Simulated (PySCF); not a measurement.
C3H14OSSi3.
Atom-mapped SMILES: `[CH3:1][CH2:2][CH2:3][S:4][Si@@H:5]([SiH3:6])[O:7][SiH3:8]` (hydrogens: H9, H10, H11 on C1; H12, H13 on C2; H14, H15 on C3; H16 on Si5; H17, H18, H19 on Si6; H20, H21, H22 on Si8)

Computed by this run: PBE0-D3(BJ)/def2-SVP geometry optimisation, gas phase in PySCF 2.14.0; density fitting, grid level 1; the optimiser is geomeTRIC in internal coordinates, started from a GFN2-xTB structure.

Step 0: E = -39822.8348 eV
```
atom  x, y, z in Å  |  force x, y, z in eV/Å
C1      3.1162   -0.1260    1.1822   -0.360   0.252  -0.498
C2      2.2250    0.2094   -0.0076    0.141  -0.580   0.447
C3      1.3366   -0.9667   -0.3720   -0.127   0.861  -0.237
S4      0.3141   -0.6494   -1.8487   -0.375  -0.285  -0.550
Si5    -1.1332    0.7787   -1.1184    1.185  -0.413  -0.090
Si6    -3.0998    0.5933   -2.2959   -0.113   0.147  -0.280
O7     -1.3852    0.4505    0.4528   -0.114   0.261  -0.074
Si8    -1.7534   -0.3379    1.8192    0.035   0.027  -0.011
H9      2.5117   -0.3847    2.0490   -0.180  -0.117   0.422
H10     3.7632   -0.9690    0.9499    0.314  -0.362  -0.026
H11     3.7403    0.7265    1.4387    0.303   0.297   0.189
H12     1.5978    1.0695    0.2380   -0.165   0.304  -0.014
H13     2.8392    0.4750   -0.8711    0.091   0.155  -0.278
H14     1.9336   -1.8424   -0.6264    0.115  -0.346  -0.057
H15     0.6629   -1.2188    0.4478   -0.063  -0.225   0.305
H16    -0.4500    2.0735   -1.0287   -0.094   0.692  -0.373
H17    -2.9771    1.2721   -3.5875    0.087   0.282  -0.574
H18    -3.5322   -0.7827   -2.5602    0.046  -0.587   0.026
H19    -4.1958    1.2461   -1.5715   -0.335   0.308   0.392
H20    -1.8368   -1.7679    1.5232   -0.104  -0.658   0.114
H21    -0.6529   -0.0398    2.7342    0.290  -0.051   0.655
H22    -3.0346    0.2102    2.2504   -0.576   0.038   0.512
```

Question: Estimate the geometry and energy of step 1. (The exact step hangs on the optimiser's Hessian estimate; all steps are aligned on step 0, rigid shifts and turns removed.)

Answer: E = -39823.1329 eV, largest force 0.190 eV/Å
```
atom  x, y, z in Å  |  force x, y, z in eV/Å
C1      3.1170   -0.1038    1.1363   -0.012  -0.002   0.009
C2      2.2141    0.2098   -0.0459    0.017  -0.031   0.001
C3      1.3191   -0.9621   -0.4033    0.048  -0.015  -0.051
S4      0.2616   -0.7031   -1.8771   -0.110   0.042   0.099
Si5    -1.0868    0.7707   -1.0817    0.170  -0.070   0.049
Si6    -3.0392    0.6316   -2.3593   -0.072   0.043  -0.027
O7     -1.3856    0.4384    0.5158   -0.057   0.026   0.004
Si8    -1.7955   -0.3570    1.9066    0.074   0.021  -0.107
H9      2.5256   -0.3609    2.0298    0.019  -0.002   0.013
H10     3.7802   -0.9560    0.9175    0.002   0.002   0.014
H11     3.7520    0.7573    1.3923    0.004  -0.003   0.006
H12     1.5830    1.0829    0.1936    0.033   0.021  -0.040
H13     2.8164    0.4826   -0.9283   -0.040   0.043   0.007
H14     1.9147   -1.8554   -0.6527   -0.015   0.024   0.043
H15     0.6671   -1.2267    0.4438    0.053  -0.071  -0.013
H16    -0.4909    2.1407   -1.1058   -0.037  -0.001   0.010
H17    -2.8786    1.2941   -3.6875    0.047   0.013  -0.047
H18    -3.4089   -0.7978   -2.5733   -0.020  -0.048   0.025
H19    -4.1410    1.3225   -1.6250   -0.066   0.012   0.020
H20    -1.8916   -1.8259    1.6594   -0.014  -0.025  -0.012
H21    -0.7385   -0.1073    2.9308   -0.002   0.006   0.004
H22    -3.1047    0.1449    2.4117   -0.024   0.015  -0.006
```

The energy changes by -0.2980 eV. The first-order estimate −F·Δx gives -0.5896 eV and the mean of the old and new forces, exact on a quadratic surface, -0.2967 eV. The step makes an angle of 65° with the force vector and moves no atom by more than 0.225 Å.

What follows is the cost of the whole optimisation. Hardware: Arm Neoverse V1, one thread, shared host. Cost: 5.0 min wall, 0.89 GiB resident at most.
